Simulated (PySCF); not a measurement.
How the method moves the HOMO and LUMO of `N#C[SiH2][SiH2]F`

CH4FNSi2.
SMILES with atom numbers: `[N:1]#[C:2][SiH2:3][SiH2:4][F:5]` (hydrogens: H6, H7 on Si3; H8, H9 on Si4)

Geometry (PBE0-D3(BJ)/def2-SVP, Å), atoms numbered from 1 in this order:
```
atom  x, y, z in Å
N1     2.7506   -1.2751   -0.5217
C2     1.9659   -0.4694   -0.2372
Si3    0.6433    0.7632    0.1971
Si4   -1.3834   -0.3950   -0.0505
F5    -2.5909    0.6563    0.2515
H6     0.7705    1.9047   -0.7514
H7     0.8888    1.2134    1.5957
H8    -1.5225   -0.8996   -1.4445
H9    -1.4647   -1.5157    0.9271
```

Basis pcSseg-2 throughout (PySCF), one geometry. One conformer (not necessarily the lowest) at the PBE0-D3(BJ)/def2-SVP geometry, without solvent, vibrations or thermal averaging.

Question: How do the orbital energies, the gap and the dipole change with the method?

Answer: 
```tsv
method	kind	HOMO (eV)	LUMO (eV)	gap (eV)	μ (D)	SCF cycles
BLYP	GGA	-7.62	-2.17	5.45	2.27	15
OPBE	GGA	-7.73	-2.19	5.54	2.23	16
B97-D	GGA	-7.73	-2.17	5.57	2.27	15
PBE	GGA	-7.74	-2.34	5.41	2.25	15
KT2	GGA	-7.80	-2.43	5.37	2.22	16
KT3	GGA	-7.83	-2.32	5.51	2.21	16
BP86	GGA	-7.84	-2.39	5.45	2.27	15
LDA	LDA	-7.85	-2.58	5.27	2.30	15
B97-2	global hybrid	-8.72	-1.45	7.27	2.22	13
B3LYP	global hybrid	-8.75	-1.64	7.11	2.24	14
PBE0	global hybrid	-8.95	-1.46	7.49	2.22	14
mPW1PW91	global hybrid	-8.98	-1.45	7.53	2.22	14
BHandHLYP	global hybrid	-10.07	-0.51	9.56	2.23	13
CAM-B3LYP	range-separated hybrid	-10.26	-0.39	9.87	2.24	13
wB97X-D	range-separated hybrid	-10.76	0.34	11.10	2.22	14
LC-wPBE	range-separated hybrid	-11.56	0.74	12.30	2.23	14
HF	Hartree–Fock	-11.78	1.71	13.49	2.24	10
```

The HOMO spans 4.16 eV, from BLYP down to HF, and the gap runs from 5.27 eV (LDA) to 13.49 eV (HF). Over the methods BLYP (0 %), OPBE (0 %), B97-D (0 %), PBE (0 %), KT2 (0 %), KT3 (0 %), BP86 (0 %), LDA (0 %), B97-2 (21 %), B3LYP (20 %), PBE0 (25 %), mPW1PW91 (25 %), BHandHLYP (50 %), HF (100 %), a straight line through the gap against the share of exact exchange rises by 0.81 eV for each 10 % (correlation coefficient 0.999). The dipole ranges from 2.21 D (KT3) to 2.30 D (LDA). This basis has no diffuse functions.
